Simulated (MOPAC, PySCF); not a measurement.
[Zr(Cl)4], neutral singlet in the gas phase. 

Cartesian coordinates (Å):
```xyz
5

Zr     0.0000     0.0000     0.0000
Cl    -1.5083    -1.7717    -0.1164
Cl     2.1498    -0.7799    -0.4445
Cl    -0.5797     1.6181    -1.5727
Cl    -0.0618     0.9335     2.1336
```
Charge 0, spin multiplicity 1.

All levels are single points at this geometry (r2SCAN-D4/def2-SVP); Pople sets use spherical d functions. Orbital energies aren't observables, and empty levels follow the basis.

B3LYP/LANL2DZ in PySCF gives HOMO (eV) = -9.82.

Question: Estimate the HOMO (eV) from each of these levels: B3LYP-D3(BJ)/def2-TZVP in PySCF; TPSSh-D3(BJ)/def2-TZVP in PySCF; BP86/6-31G* (LANL2DZ on Zr) in PySCF; M06-2X/6-31G* (LANL2DZ on Zr) in PySCF; PBE/6-31G* (LANL2DZ on Zr) in PySCF; SVWN5/6-31G* (LANL2DZ on Zr) in PySCF; HF/6-31G* (LANL2DZ on Zr) in PySCF; PM6 in MOPAC.

Answer: 
```json
[
 {"level": "B3LYP-D3(BJ)/def2-TZVP in PySCF", "HOMO (eV)": "-9.43"},
 {"level": "TPSSh-D3(BJ)/def2-TZVP in PySCF", "HOMO (eV)": "-9.01"},
 {"level": "BP86/6-31G* (LANL2DZ on Zr) in PySCF", "HOMO (eV)": "-8.58"},
 {"level": "M06-2X/6-31G* (LANL2DZ on Zr) in PySCF", "HOMO (eV)": "-11.17"},
 {"level": "PBE/6-31G* (LANL2DZ on Zr) in PySCF", "HOMO (eV)": "-8.47"},
 {"level": "SVWN5/6-31G* (LANL2DZ on Zr) in PySCF", "HOMO (eV)": "-8.60"},
 {"level": "HF/6-31G* (LANL2DZ on Zr) in PySCF", "HOMO (eV)": "-13.19"},
 {"level": "PM6 in MOPAC", "HOMO (eV)": "-11.03"}
]
```
